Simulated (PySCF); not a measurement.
A structure optimised at PBE-D3(BJ)/def2-SVP, used in a PySCF frequency run:

```xyz
4

Au     0.0000     0.0000     0.0246
Cl     0.0000     0.0000    -2.2348
O      0.0000     0.0000     3.0678
C      0.0000     0.0000     1.9180
```

Q: Write its SMILES, formula and point group.

A: [O+]#[C-]->[Au][Cl], CAuClO, C∞v

Q: What are its rotational constants (standard atomic weights)?

A: 1.3589 GHz (linear rotor, B only)
